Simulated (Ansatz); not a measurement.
Input file for Ansatz (a program for electronic structure): U-CCSD(T)/aug-cc-pVTZ on O2 (SMILES O=O).

Ansatz 0.2 input:
```yaml
crystal:
  periodic: [false, false, false]
  atoms:
    - {symbol: O, position_ang: [0.00000000, -0.00000000, 0.60215214]}
    - {symbol: O, position_ang: [-0.00000000, 0.00000000, -0.60215214]}
basis:
  gaussian:
    orbitals: aug-cc-pVTZ
magnetization: {spin_polarized: true, initial_magnetization: 2}
correlation: {method: ccsd_t, electrons: outside_noble_gas}
scf: {omitted_lower_state_checks: [cluster_reference]}
```

Task: Give the final energy of this run.

Result: -150.1409 hartree (reference determinant -149.6787, T1 diagnostic 0.018).

Task: How many basis functions does it have, and what does it roughly cost on one machine?

Result: 92 functions; roughly 7 core-seconds.
